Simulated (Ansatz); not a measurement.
Compare A (`O=C(O)C[SiH2]F`) with its isomer B (`O=COC(F)[SiH3]`).

Isolated molecules relaxed with PBE0-D4/def2-TZVP in Ansatz; ΔE leaves out vibrations. CBS: MP2 limit from def2 TZ/QZ plus the TZ coupled-cluster correction, frozen cores. Functionals use def2-TZVPP. B3LYP here is the variant with VWN-RPA as its local correlation; programs differ in this. Each species was taken in one conformer, which may not be the lowest.

(1) Which is lower in electronic energy at CCSD(T)/CBS, and by how much? (An estimate is asked.)

(2) Give E(B) − E(A) in kcal/mol with ωB97M-V, PBE-D4, B3LYP, r2SCAN-D4, HF/def2-TZVPP, B2PLYP, CCSD(T)/def2-TZVPP. (Estimate.)

Largest T1 diagnostic: 0.015.

## Answers

(1) Computed: A, by 71.6 kcal/mol.

(2) Ansatz gave: ωB97M-V 70.0, PBE-D4 65.8, B3LYP 67.4, r2SCAN-D4 69.6, HF/def2-TZVPP 70.4, B2PLYP 69.6, CCSD(T)/def2-TZVPP 69.9. None reverses the order clearly.

From PBE to PBE0 (25 % exact exchange), in def2-TZVPP and without D4, E(B) − E(A) moves by +3.1 kcal/mol.
